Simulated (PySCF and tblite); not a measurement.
Results of a calculation; reference values are marked as such.
Dynamics report: rotation

System: C5H5FN2S, numbered as in [CH2:1]=[C:2]([F:3])[c:4]1[n:5][c:6]([CH3:7])[n:8][s:9]1.

Motion: rotation about the C4–C2 bond (torsion N5–C4–C2–C1 from 0° to 180°, rising). Level: PBE0/pcSseg-1 + D3(BJ) on GFN2-xTB stationary points, with GFN2-xTB thermal terms. Rates follow Eyring's equation with the number of equivalent paths and no tunnelling. (PySCF 2.14 with density fitting, tblite 0.8.)

| point | symmetry | E(GFN2) kcal/mol | E(DFT) kcal/mol | ZPE change kcal/mol | lowest mode cm⁻¹ | dipole D |
| --- | --- | --- | --- | --- | --- | --- |
| start | Cs | 0.0 | 0.0 | 0.00 | 57 | 1.57 |
| saddle | C1 | 5.4 | 7.0 | -0.05 | 57i | 1.38 |
| end | Cs | 1.4 | 3.5 | 0.03 | 49 | 1.30 |

* Electronic barrier: 7.0 kcal/mol
* Barrier with zero-point energy: 6.9 kcal/mol
* ΔH‡ (298 K): 6.4 kcal/mol
* ΔS‡ (298 K, symmetry apart): -3.2 cal/(mol K)
* Paths: 2 equivalent paths
* End point: a different minimum
* Mean lifetime of the start against this motion at 298 K: 21 ns
* Cost: 79 s on 1 thread of INTEL XEON PLATINUM 8581C @ 2.30GHz, on a host shared with other jobs (rough), peak memory 0.87 GiB, launched as `OMP_NUM_THREADS=1 python ens_run.py task.json out`

```tsv
T/K	ΔG‡ kcal/mol	k s⁻¹	ΔG kcal/mol	k back s⁻¹
150	7.1	308	3.5	3.8×10⁷
200	7.2	1.2×10⁵	3.5	8.2×10⁸
250	7.3	4.6×10⁶	3.5	5.2×10⁹
298	7.4	4.9×10⁷	3.5	1.8×10¹⁰
350	7.5	3×10⁸	3.5	4.5×10¹⁰
400	7.6	1.1×10⁹	3.5	9×10¹⁰
500	7.9	7.2×10⁹	3.5	2.4×10¹¹
```

ΔG and ΔG‡ leave out symmetry numbers and mirror images; rates count paths: 2 out, 2 back.
